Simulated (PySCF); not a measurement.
# Li (lithium, neutral) across methods

[He] 2s1, 2S determinant. Computed with PySCF 2.14 in aug-cc-pVTZ-DK, with scalar relativity by spin-free X2C-1e.

```json
{"method": "BLYP", "E (hartree)": "-7.4819", "mean ε 1s α (eV)": "-51.853", "mean ε 1s β (eV)": "-51.665", "mean ε 2s α (eV)": "-3.030", "Σ⟨r²⟩ (bohr²)": "17.87", "⟨S²⟩": "0.750"}
{"method": "PBE0", "E (hartree)": "-7.4673", "mean ε 1s α (eV)": "-55.805", "mean ε 1s β (eV)": "-55.518", "mean ε 2s α (eV)": "-3.827", "Σ⟨r²⟩ (bohr²)": "18.01", "⟨S²⟩": "0.750"}
{"method": "r2SCAN", "E (hartree)": "-7.4798", "mean ε 1s α (eV)": "-53.218", "mean ε 1s β (eV)": "-53.052", "mean ε 2s α (eV)": "-3.251", "Σ⟨r²⟩ (bohr²)": "18.14", "⟨S²⟩": "0.750"}
{"method": "r2SCANh", "E (hartree)": "-7.4797", "mean ε 1s α (eV)": "-54.710", "mean ε 1s β (eV)": "-54.510", "mean ε 2s α (eV)": "-3.471", "Σ⟨r²⟩ (bohr²)": "18.13", "⟨S²⟩": "0.750"}
{"method": "PBE", "E (hartree)": "-7.4617", "mean ε 1s α (eV)": "-51.628", "mean ε 1s β (eV)": "-51.399", "mean ε 2s α (eV)": "-3.222", "Σ⟨r²⟩ (bohr²)": "18.01", "⟨S²⟩": "0.750"}
{"method": "LDA", "E (hartree)": "-7.3439", "mean ε 1s α (eV)": "-50.944", "mean ε 1s β (eV)": "-50.736", "mean ε 2s α (eV)": "-3.163", "Σ⟨r²⟩ (bohr²)": "18.34", "⟨S²⟩": "0.750"}
{"method": "BP86", "E (hartree)": "-7.4808", "mean ε 1s α (eV)": "-51.801", "mean ε 1s β (eV)": "-51.618", "mean ε 2s α (eV)": "-3.267", "Σ⟨r²⟩ (bohr²)": "18.03", "⟨S²⟩": "0.750"}
{"method": "UHF", "E (hartree)": "-7.43338", "mean ε 1s α (eV)": "-67.670", "mean ε 1s β (eV)": "-67.184", "mean ε 2s α (eV)": "-5.343", "Σ⟨r²⟩ (bohr²)": "18.65", "⟨S²⟩": "0.750"}
{"method": "BHandHLYP", "E (hartree)": "-7.4842", "mean ε 1s α (eV)": "-60.197", "mean ε 1s β (eV)": "-59.842", "mean ε 2s α (eV)": "-4.245", "Σ⟨r²⟩ (bohr²)": "17.91", "⟨S²⟩": "0.750"}
```
